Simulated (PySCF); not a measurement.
Computed data sheet: `C[Si@@H]([SiH3])[SiH2][SiH2]O`

CH12OSi4.
Cartesian coordinates in Å at the GFN2-xTB level; atoms count from 1:
```
atom  x, y, z in Å
C1    -1.0241    0.4195    1.6466
Si2   -1.2980   -0.5081   -0.0011
Si3   -1.8971    1.0243   -1.6390
Si4    0.6470   -1.7254   -0.4349
Si5    2.5457   -0.4259   -0.4610
O6     1.8456    1.0547   -0.4537
H7    -0.7827   -0.2642    2.4559
H8    -1.9036    0.9819    1.9469
H9    -0.2009    1.1223    1.5532
H10   -2.4441   -1.4114    0.2671
H11   -1.9965    0.3839   -2.9553
H12   -3.1873    1.6890   -1.4187
H13   -0.9199    2.1066   -1.7826
H14    0.5076   -2.4316   -1.7229
H15    0.8498   -2.8382    0.5138
H16    3.4499   -0.5136    0.6963
H17    3.4366   -0.5121   -1.6270
H18    2.3634    1.8546   -0.4817
```

Some functional groups and rings: Si–H bond and C–Si bond.

GFN2-xTB geometry:

```yaml
Point_group_of_the_GFN2-xTB_geometry: C1
Rotational_constants_A_B_C_of_the_GFN2-xTB_geometry: 1.805, 0.848, 0.775 GHz
```

From CAM-B3LYP/def2-SVPD ground state and vertical TDDFT (core frozen in the response) (PySCF):

```yaml
Dipole_moment: 1.56 D
HOMO_energy: -9.09 eV
LUMO_energy: 0.08 eV
HOMO–LUMO_gap: 9.17 eV
Lowest_singlet_excitation: 6.22 eV (199 nm, f = 0.193)
Strongest_line_among_the_8_lowest_singlet_transitions: S1 at 6.22 eV (199 nm, f = 0.193)
Lowest_triplet_excitation_Tamm–Dancoff: 5.47 eV
Static_isotropic_polarisability: 132.2 au
Electronic_spatial_extent_⟨r²⟩_about_the_centre_of_nuclear_charge: 1735 bohr²
```

PBE0/pcSseg-1 ground state and GIAO shieldings, non-relativistic (PySCF):

```yaml
Lowest_Hirshfeld_atomic_charge: -0.30 e on O6
Highest_Hirshfeld_atomic_charge: +0.31 e on Si5
13C_chemical_shifts_computed_TMS_as_zero_by_class: -6.0 (C1) ppm
1H_chemical_shifts_computed_TMS_as_zero_by_class: 5.68 (H17), 5.61 (H16), 4.30 (H10), 3.55 (H11/H12/H13), 3.46 (H14), 3.45 (H15), 0.43 (H7/H8/H9), 0.28 (H18) ppm
Isotropic_shieldings_of_nuclei_other_than_C_and_H_by_class: 335 (O6), 367 (Si5), 429 (Si2), 459 (Si3), 470 (Si4) ppm
Mayer_bond_orders_between_heavy_atoms: C1–Si2 0.94, Si2–Si3 0.90, Si2–Si4 0.89, Si4–Si5 0.88, Si5–O6 0.98
```

Monoisotopic mass (most abundant isotopes): 151.9965 u.

The 8 singlets span 6.22 to 7.38 eV, and their oscillator strengths add up to 0.49. The vertical singlet–triplet gap S1 − T1 is 0.75 eV (TDDFT singlet less Tamm–Dancoff triplet; S1: HOMO→LUMO, weight 0.67; T1: HOMO→LUMO, weight 0.66). The largest Löwdin shares of the HOMO are 0.27 on Si2, 0.26 on Si4, 0.14 on Si3 and 0.10 on Si5. The principal polarisabilities are 119.8, 125.7 and 151.1 au; their mean is the isotropic value. The polarisability is 19.59 Å³ as a volume (1 au = 0.148185 Å³), or 1.61 au for each of the 82 electrons. S1 lies 2.95 eV below the HOMO–LUMO gap; its leading configuration is HOMO→LUMO, weight 0.67.

The structure is a single GFN2-xTB conformer in the gas phase; no vibrational or solvent corrections. GFN2-xTB frequencies show an imaginary mode (20i cm⁻¹), so this geometry is no minimum at that level. NMR classes are plain means over equivalent atoms (diastereotopic ones count apart unless rotation or inversion swaps them), as if these changed places fast; in this geometry the members of some classes differ.
